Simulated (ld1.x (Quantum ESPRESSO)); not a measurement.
**Sr (Z = 38), RRKJ: configuration errors across variants**

Sr, norm-conserving RRKJ (Kleinman–Bylander form), made with ld1.x (Quantum ESPRESSO) 7.5 (LDA (PZ), fully relativistic). Core [Kr], reference 4d0 5s2 5p0. Waves: 5p (bound, empty): rc 4.20 bohr; 4d (bound, empty): rc 3.50 bohr; 5s (bound): rc 3.25 bohr. Local part: the s channel. Core correction: none. rho0 = 0.01.

Open shells are filled in proportion to 2j + 1 (rel_dist='average').

All-electron excitation energies from the reference (eV): (1) 4d0 5s1 5p0 6.063; (2) 4d0 5s1.5 5p0 2.412; (3) 4d0 5s1 5p1 2.390; (4) 4d0.5 5s1.5 5p0 1.149; (5) 4d0 5s0 5p2 4.924; (6) 4d1 5s0 5p0 7.861; (7) 4d1 5s1 5p0 2.340.

1 further variants failed, have other tests or too few solved ones, and are left out.

Errors AE − PS in meV (a dash: test not solved or not reliable):

| change | (1) | (2) | (3) | (4) | (5) | (6) | (7) | bound ghosts |
| --- | --- | --- | --- | --- | --- | --- | --- | --- |
| base | +35 | +5.4 | +14 | +52 | +79 | +288 | +156 | none |
| all radii scaled by about 0.84 (s 2.74, p 3.54, d 2.96 bohr) | +36 | +5.8 | +16 | +55 | +83 | +314 | +164 | none |
| all radii scaled by about 1.05 (s 3.40, p 4.40, d 3.68 bohr) | +35 | +5.4 | +14 | +50 | +79 | +276 | +152 | none |
| all radii scaled by about 1.18 (s 3.84, p 4.96, d 4.14 bohr) | +35 | +5.4 | +13 | +44 | +77 | +231 | +137 | none |
| all radii scaled by about 1.27 (s 4.14, p 5.34, d 4.46 bohr) | +34 | +5.5 | +12 | +39 | +72 | +184 | +125 | none |

Task: Give the same row for: all radii scaled by about 1.38 (s 4.46, p 5.78, d 4.82 bohr).

Result: +34, +5.6, +11, +35, +66, +131, +116; bound ghosts: none.
